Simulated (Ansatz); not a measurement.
**Molecular dynamics of CH7BSi2**

The input (input.yaml):

```yaml
crystal:
  periodic: [false, false, false]
  atoms:
    - { symbol: B, position_ang: [0.514222, -0.333326, 1.024255] }
    - { symbol: C, position_ang: [1.003044, -1.042998, -0.260272] }
    - { symbol: Si, position_ang: [-0.703275, -0.245982, -0.84621] }
    - { symbol: Si, position_ang: [-0.22105, 1.471822, 0.78541] }
    - { symbol: H, position_ang: [-0.101244, -0.984371, 1.841672] }
    - { symbol: H, position_ang: [1.092141, -2.137237, -0.267311] }
    - { symbol: H, position_ang: [1.745064, -0.563312, -0.917512] }
    - { symbol: H, position_ang: [-0.479744, 0.34142, -2.204755] }
    - { symbol: H, position_ang: [-1.908448, -1.128705, -0.80864] }
    - { symbol: H, position_ang: [0.409156, 2.568837, -0.023218] }
    - { symbol: H, position_ang: [-1.284465, 1.99685, 1.69728] }
basis:
  gaussian: { orbitals: "6-31G*" }
hamiltonian:
  xc: pbe
  dispersion: d4
md:
  timestep: 0.5
  n_steps: 150
  ensemble: nvt_langevin
  temperature: 500.0
  initial_velocities: maxwell_boltzmann
  seed: 961972
  friction: 0.05
  temperature_schedule:
    - { n_steps: 37, end_temperature: 500.0 }
    - { n_steps: 113, end_temperature: 1000.0 }
```

Launched with:

```bash
$ ansatz run input.yaml --threads 1 --pin off --max-ram 2048MiB --backend cpu --events-out ev --progress --plain --runs-dir out
```

It starts from a relaxed structure.

Output, in part (step lines, the closing report, with atoms numbered from 0):

```
md step     0: t =     0.00 fs  T =   454.5 K (target 500.0 K)  F+E_penalty+E_count = -17569.72093714 eV  E_kin = 0.646300 eV  (29 SCF iters)
[... lines left out ...]
Total energy: -17568.95439842 eV, -645.6471654768 hartree
Atom 0 at     0.411226    -0.217761     1.060295 Å, force    -0.057788    -1.186259     0.766322 eV/Å
Atom 1 at     1.017796    -1.123802    -0.062056 Å, force    -0.712261    -0.118942     1.386380 eV/Å
Atom 2 at    -0.676315    -0.513473    -0.831467 Å, force     0.933426     0.709398     0.795603 eV/Å
Atom 3 at    -0.449098     1.521654     0.540846 Å, force    -0.530352     0.108985    -0.280439 eV/Å
Atom 4 at    -0.054874    -0.859468     2.014800 Å, force    -0.103082     0.701981    -0.294363 eV/Å
Atom 5 at     1.481847    -2.148275    -0.046095 Å, force    -0.751097     0.813596     0.279780 eV/Å
Atom 6 at     1.486765    -0.455819    -0.705162 Å, force     1.979354     0.881043    -1.823191 eV/Å
Atom 7 at    -0.178618    -0.114750    -2.124964 Å, force    -0.035597     0.303744    -1.108399 eV/Å
Atom 8 at    -1.772422    -1.398456    -0.835927 Å, force    -1.477698    -1.063877    -0.044581 eV/Å
Atom 9 at     0.085469     2.587825    -0.503391 Å, force    -0.386051    -0.835987     0.821214 eV/Å
Atom 10 at    -1.791595     1.983208     1.242395 Å, force     1.141145    -0.313683    -0.498327 eV/Å
Dipole moment:     0.008826    -0.048017    -0.192408 e Å
```

The steps, from the saved trajectory:

```csv
time (fs),T (K),potential energy less start (eV)
0.0,455,0.000
2.5,223,0.293
5.0,238,0.384
7.5,269,0.344
10.0,353,0.252
12.5,375,0.294
15.0,387,0.409
17.5,369,0.245
20.0,319,0.326
22.5,342,0.323
25.0,309,0.472
27.5,458,0.442
30.0,543,0.474
32.5,633,0.473
35.0,526,0.576
37.5,569,0.659
40.0,668,0.613
42.5,529,0.871
45.0,571,0.810
47.5,523,0.888
50.0,614,0.740
52.5,697,0.816
55.0,788,0.475
57.5,542,0.592
60.0,593,0.594
62.5,483,0.591
65.0,572,0.486
67.5,576,0.668
70.0,677,0.633
72.5,1002,0.545
75.0,809,0.767
```

All steps were run. The schedule's set-point averaged 834 K over the second half and the system 646 K, so it lags behind the ramp. A run of 0.075 ps of so small a system gives no equilibrium averages.

The same pairs are bonded in the first frame and the last. Pairs count as bonded within 1.25 times the sum of covalent radii (0.12 Å more for H–H).

Last frame:

```xyz
11
Properties=species:S:1:pos:R:3
B 0.411 -0.218 1.060
C 1.018 -1.124 -0.062
Si -0.676 -0.513 -0.832
Si -0.449 1.522 0.541
H -0.055 -0.860 2.015
H 1.482 -2.148 -0.046
H 1.487 -0.456 -0.705
H -0.179 -0.115 -2.125
H -1.772 -1.399 -0.836
H 0.086 2.588 -0.503
H -1.792 1.983 1.242
```

The run took 8.2 min on 1 thread of Arm Neoverse V1, with other jobs on the host, peak memory 0.13 GiB.
